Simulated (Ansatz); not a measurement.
BClH4OSi, SMILES `OB([SiH3])Cl`, relaxed with RKS PBE0-D4/def2-TZVP in the Gaussian-basis code of Ansatz from a PBE-D4/def2-SVP geometry. The force threshold is 0.005 eV/Å; the program also tests the step.

Charge 0, multiplicity 1.

Start:

```xyz
8

O     0.534    1.778   -0.184
B     0.357    0.586    0.431
Si   -0.517   -0.979   -0.521
Cl    0.901    0.380    2.126
H     0.962    2.441    0.395
H    -0.889   -0.655   -1.944
H    -1.765   -1.389    0.220
H     0.416   -2.162   -0.521
```

**Question.** By how much does the energy fall, and how many steps does the optimiser take? (Best estimate.)

**Answer.** Ansatz gave: 2.08 kJ/mol, in 7 steps.

**Question.** Which bonds change most? (Estimate.)

**Answer.** The calculation gave: Si3–H7 from 1.508 to 1.488 Å; Si3–H6 from 1.506 to 1.486 Å; Si3–H8 from 1.507 to 1.488 Å; O1–H5 from 0.979 to 0.965 Å.

**Question.** Give the relaxed structure. (Best estimate.)

**Answer.** Ansatz gave: 
```xyz
8

O     0.541    1.762   -0.179
B     0.351    0.580    0.429
Si   -0.519   -0.980   -0.520
Cl    0.876    0.379    2.117
H     0.965    2.425    0.379
H    -0.890   -0.645   -1.920
H    -1.743   -1.386    0.223
H     0.420   -2.135   -0.528
```
